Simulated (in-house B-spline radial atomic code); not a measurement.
# Binding energies in Si⁸⁺

NIST's tabulated ground configuration is [He] 2s2 2p2; each binding energy is the energy of the ion with one electron taken from that subshell, relaxed, less that of the parent. All numbers are computed (Dirac-Hartree-Fock, average of configuration; Fermi nucleus of rms radius 3.1224 fm) with a B-spline radial code for spherical atoms, not measured. Energies include first-order Breit, QED and recoil terms.

```tsv
subshell	X-ray name	binding energy (eV)	-ε (eV)	relaxation (eV)
1s	K	2150.3	2161.7	9.8
2s	L1	378.1	379.2	0.9
2p	L2,3	348.2	349.4	1.1
```

Relaxation = -ε minus the binding energy without Breit, QED and recoil terms.

(1) What does it cost to remove both a 2s and a 2p electron?

(2) What does it cost to remove both a 1s and a 2p electron?

(3) What does it cost to remove two 2p electrons?

Answers

(1) 771.9 eV, which is 45.63 eV more than the two single binding energies together.

(2) 2569.8 eV, which is 71.3 eV more than the two single binding energies together.

(3) 749.37 eV, which is 53.06 eV more than the two single binding energies together.
